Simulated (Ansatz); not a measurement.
Frontier orbitals of C2H8F2MoO4 (`C[O][Mo]([OH])([OH])([F])([F])[O]C`).

```xyz
17

C     2.741   -0.438   -0.437
O     1.383   -0.524   -0.726
Mo   -0.277   -0.693    0.008
O    -1.747   -0.860    1.196
O     0.777   -0.645    1.608
F    -1.227   -0.844   -1.614
F    -0.346   -2.541   -0.067
O    -0.704    1.100   -0.139
C    -1.816    1.787   -0.621
H     2.878   -0.511    0.646
H     3.128    0.517   -0.802
H     3.263   -1.259   -0.936
H    -2.032   -0.105    1.717
H     0.311   -0.886    2.412
H    -2.656    1.692    0.077
H    -2.115    1.367   -1.587
H    -1.560    2.843   -0.733
```

Total charge 0; spin multiplicity 1. Correlated methods include outer-core shells of Mo, which these sets cover unevenly. Mo takes the def2 core potential. The structure was optimised at the PBE0-D4/def2-TZVP level. It is one conformer, not always the lowest. Basis def2-TZVPP, the Gaussian-basis code of Ansatz.

Orbital energies of one run (eV). Highest occupied ones, from the top: -7.55, -7.86, -7.89, -8.28, -8.46, -8.76, -9.00, -9.18, -9.38, -10.24, -10.53, -10.74, -10.93, -11.09. Empty: -3.73, -3.69, -3.48, -0.40, 0.05, 0.37.

Which functional gave them?
A. r2SCAN0
B. CAM-B3LYP
C. HSE06 (plane-wave form)
D. B97M-V

D. HOMO energies: B97M-V -7.55, r2SCAN0 -8.92, CAM-B3LYP -10.09, HSE06 -8.25 eV.
